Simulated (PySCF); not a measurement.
Gas-phase reaction: 2 NbOCl3 + 4 Cl → 2 NbCl5 + O2

Method: PySCF energies plus ideal-gas RRHO corrections (1 bar). † marks an energy on the PBE0/def2-TZVP geometry and frequencies. MP2 freezes the core. Open shells (unrestricted): Cl (multiplicity 2, electronic degeneracy 6), O2 (multiplicity 3); the rest are closed-shell singlets. Spin-orbit splitting is ignored; it lowers the true energy and changes the entropy of Cl. B3LYP is the form with VWN-RPA correlation. Nb: scalar-relativistic def2 core potential, no spin-orbit coupling. MP2 isn't extrapolated to the basis-set limit; its ΔH°(298 K) is -261.2 kJ in def2-SVP and -343.2 kJ in def2-TZVPP. The harmonic model lacks anharmonicity and excited electronic states, which grow with temperature; levels with a mode under 35 cm⁻¹ are left out. Soft modes under 120 cm⁻¹ make the harmonic entropy rough for NbOCl3, NbCl5.

ΔH° and ΔS° at 298 K: B3LYP/def2-TZVP† -376 kJ, -376 J/K; HF/def2-TZVP† -121 kJ, -376 J/K; M06-2X/def2-TZVP† -416 kJ, -376 J/K; MP2/def2-SVP† -261 kJ, -376 J/K; MP2/def2-TZVPP† -343 kJ, -376 J/K; PBE/def2-TZVP† -491 kJ, -376 J/K.

With the heat capacities included, give log10 K (1 bar) at 600, 800, 1000, 1600, 1800 K from B3LYP/def2-TZVP†, HF/def2-TZVP†, M06-2X/def2-TZVP†, MP2/def2-SVP†, MP2/def2-TZVPP†, PBE/def2-TZVP†.


```tsv
T (K)	B3LYP/def2-TZVP†	HF/def2-TZVP†	M06-2X/def2-TZVP†	MP2/def2-SVP†	MP2/def2-TZVPP†	PBE/def2-TZVP†
600	13.1	-9.1	16.6	3.1	10.2	23.1
800	4.9	-11.7	7.6	-2.6	2.8	12.4
1000	0.1	-13.3	2.2	-5.9	-1.7	6.0
1600	-7.2	-15.6	-5.9	-11.0	-8.3	-3.5
1800	-8.6	-16.0	-7.4	-11.9	-9.5	-5.3
```
